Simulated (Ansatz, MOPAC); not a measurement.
Molecule: CuF, net charge 0, singlet state. SMILES: [F][Cu]

Atoms: Cu1, F2. Bonds: Cu1-F2.

Bond lengths (Å) and angles (degrees) optimised at PM7 with MOPAC; HF/STO-3G with Ansatz (an electronic-structure program); HF/3-21G with Ansatz; HF/6-31G* with LANL2DZ past Ar with Ansatz; B3LYP/LANL2DZ with Ansatz; B3LYP/6-31G* with LANL2DZ past Ar with Ansatz, each started from the B3LYP-D3(BJ)/def2-TZVP structure (Ansatz) of the last column. A row stands for all coordinates that are equal there. 6-31G* holds six Cartesian d functions.

```csv
coordinate,PM7,HF/STO-3G,HF/3-21G,HF/6-31G* with LANL2DZ past Ar,B3LYP/LANL2DZ,B3LYP/6-31G* with LANL2DZ past Ar,B3LYP-D3(BJ)/def2-TZVP
Cu1-F2,1.694,1.559,1.611,1.792,1.791,1.741,1.771
```

Mean signed difference of all 1 bond lengths from B3LYP-D3(BJ)/def2-TZVP: PM7 -0.077 Å, HF/STO-3G -0.213 Å, HF/3-21G -0.160 Å, HF/6-31G* with LANL2DZ past Ar 0.020 Å, B3LYP/LANL2DZ 0.020 Å, B3LYP/6-31G* with LANL2DZ past Ar -0.030 Å.
